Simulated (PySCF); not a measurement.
Job file and geometry (Å, from GFN2-xTB) of an NMR shielding run on `C#CC[C@@](F)(Cl)[SiH2]C`, C5H8ClFSi, GIAO PBE0/pcSseg-1 NMR shielding, non-relativistic, gas phase (PySCF 2.14.0, density-fitted response routines); density fitting, a coarse starting grid and PySCF grid level 2 are the driver's defaults:

```
$ OMP_NUM_THREADS=1 python probes_run.py task.json out

{"job": {"kind": "nmr", "xc": "PBE0", "basis": "pcSseg-1"}, "charge": 0, "multiplicity": 1}
C      3.017408     0.436040    -0.777322
C      2.313759    -0.220272    -0.066638
C      1.482458    -1.000143     0.823336
C      0.156510    -0.307957     1.108108
F     -0.534685    -1.090435     2.009801
Cl     0.474107     1.256463     1.935501
Si    -0.981293     0.048689    -0.420660
C     -2.607994     0.714435     0.274149
H      3.635986     1.005196    -1.404363
H      1.262091    -1.971070     0.368489
H      2.017805    -1.171884     1.763619
H     -0.256739     1.000788    -1.257284
H     -1.155596    -1.245040    -1.091456
H     -3.061974    -0.000712     0.955763
H     -2.451090     1.638873     0.824051
H     -3.318353     0.915975    -0.521538
```

Q: What does the program print?

A: 
```
coarse grid: 14728 points
cycle   1  E = -1043.9947892209  dE =  8.333e-01  |g| = 6.603e-01  |ddm| = 3.744e+00
cycle   2  E = -1043.9094475861  dE =  8.534e-02  |g| = 9.527e-01  |ddm| = 1.473e+00
cycle   3  E = -1044.0836539482  dE = -1.742e-01  |g| = 1.447e-01  |ddm| = 9.300e-01
cycle   4  E = -1044.0875536280  dE = -3.900e-03  |g| = 7.149e-02  |ddm| = 1.718e-01
cycle   5  E = -1044.0886601523  dE = -1.107e-03  |g| = 2.507e-02  |ddm| = 5.707e-02
cycle   6  E = -1044.0888037608  dE = -1.436e-04  |g| = 4.077e-03  |ddm| = 2.189e-02
cycle   7  E = -1044.0888076596  dE = -3.899e-06  |g| = 1.263e-03  |ddm| = 4.603e-03
final grid: 134296 points
cycle   8  E = -1044.1422086626  dE = -3.827e-05  |g| = 8.584e-03  |ddm| = 3.705e-02
cycle   9  E = -1044.1421987613  dE =  9.901e-06  |g| = 1.121e-02  |ddm| = 1.734e-02
cycle  10  E = -1044.1422243048  dE = -2.554e-05  |g| = 1.824e-03  |ddm| = 1.011e-02
cycle  11  E = -1044.1422248732  dE = -5.684e-07  |g| = 6.591e-04  |ddm| = 1.837e-03
cycle  12  E = -1044.1422249725  dE = -9.925e-08  |g| = 2.019e-04  |ddm| = 5.507e-04
cycle  13  E = -1044.1422249809  dE = -8.426e-09  |g| = 4.319e-05  |ddm| = 1.592e-04
cycle  14  E = -1044.1422249813  dE = -4.070e-10  |g| = 1.109e-05  |ddm| = 4.821e-05
converged SCF energy = -1044.1422249813

GIAO shielding tensors (ppm)
atom      isotropic    diamagn.    paramagn.     s11        s22        s33       span
  0 C      105.408     258.903    -153.495     29.554     36.378    250.292    220.738
  1 C      103.977     266.314    -162.337      8.087     11.536    292.307    284.220
  2 C      150.289     244.528     -94.239    132.373    145.816    172.678     40.305
  3 C       66.233     247.297    -181.064     40.707     56.095    101.898     61.191
  4 F      315.752     475.617    -159.864    237.443    311.185    398.629    161.186
  5 Cl     671.642    1147.784    -476.142    387.045    634.893    992.989    605.945
  6 Si     383.353     880.288    -496.934    346.433    393.018    410.609     64.176
  7 C      196.662     252.632     -55.970    192.853    194.513    202.620      9.766
  8 H       30.109      34.934      -4.826     24.736     25.085     40.505     15.770
  9 H       28.642      27.966       0.676     24.664     27.352     33.910      9.246
 10 H       28.356      26.522       1.833     24.460     27.398     33.210      8.750
 11 H       27.035      30.414      -3.378     22.727     27.252     31.128      8.401
 12 H       27.409      30.040      -2.631     23.507     26.196     32.525      9.018
 13 H       31.065      29.639       1.425     25.896     29.295     38.003     12.107
 14 H       30.933      30.216       0.717     25.358     30.107     37.333     11.974
 15 H       31.547      28.462       3.085     26.664     27.728     40.250     13.586
```

Q: Turn these shieldings into chemical shifts. δ = σ(ref) − σ, references computed at the same level: ¹³C (σref 186.93) and ²⁹Si (σref 349.16) and ¹H (σref 31.72) vs TMS; CFCl3 for ¹⁹F (σref 170.95); HCl for ³⁵Cl (σref 949.78).

A: Averaging equivalent atoms: C 3: 120.7; C 1: 82.9; C 0: 81.5; C 2: 36.6; C 7: -9.7; F 4: -144.8; Cl 5: 278; Si 6: -34.2; H 11: 4.68; H 12: 4.31; H 10: 3.36; H 9: 3.08; H 8: 1.61; H 13/14/15: 0.54 ppm. Unscaled 19F shifts against computed CFCl3 carry errors that often reach 10 to 50 ppm.

Size and cost of the density-fitted run: 190 basis functions, 29 s wall time on 1 thread of an Arm Neoverse V2, shared host; peak memory 0.84 GiB.
